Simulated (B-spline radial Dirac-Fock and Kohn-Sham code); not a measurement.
Cl⁴⁺ 3s: cross section and angular parameters

System: Cl⁴⁺, configuration [Ne] 3s2 3p1; threshold 79.67 eV (orbital energy of the model). Method: Dirac-Hartree-Slater photoionisation with a Latter tail; cross sections with all multipoles, angular parameters from the dipole term and its interference with E2. Computed with a B-spline atomic structure program.

For linearly polarised light dσ/dΩ = σ/(4π) [1 + β P₂(cos θ) + (δ + γ cos²θ) sin θ cos φ], with θ from the polarisation vector and φ the angle between the beam and the projection of the electron momentum on the plane normal to the polarisation.

| hν (eV) | σ (kb) | β | γ |
| --- | --- | --- | --- |
| 97.4 | 391 | 2.000 | 0.179 |
| 100 | 379 | 2.000 | 0.174 |
| 124 | 288 | 2.000 | 0.132 |
| 138 | 250 | 2.000 | 0.111 |
| 213 | 130 | 2.000 | 0.022 |
| 282 | ? | ? | ? |
| 317 | 65.7 | 2.000 | -0.029 |
| 400 | 42.8 | 2.000 | -0.034 |
| 600 | 20.3 | 2.000 | -0.005 |
| 616 | 19.3 | 2.000 | -0.002 |
| 622 | 19.0 | 2.000 | -0.001 |
| 635 | 18.3 | 2.000 | 0.002 |
| 835 | 10.8 | 2.000 | 0.066 |
| 877 | 9.76 | 2.000 | 0.080 |
| 1090 | 6.29 | 2.000 | 0.155 |
| 1150 | 5.63 | 2.000 | 0.176 |
| 2000 | 1.70 | 2.000 | 0.465 |
| 2820 | 0.763 | 2.000 | 0.704 |
| 4000 | 0.325 | 2.000 | 0.989 |
| 4040 | 0.317 | 2.000 | 0.997 |
| 4280 | 0.275 | 2.000 | 1.049 |
| 4520 | 0.239 | 2.000 | 1.098 |
| 9251.7 | 0.0362 | 2.000 | 1.896 |
| 10400 | 0.0262 | 2.000 | 2.050 |
| 12000 | 0.0175 | 1.999 | 2.247 |
| 15000 | 0.00929 | 1.999 | 2.578 |

Question: Give the values at 282 eV.

Answer: σ = 80.7 kb, β = 2.000, γ = -0.018. For an s subshell δ is negligible.
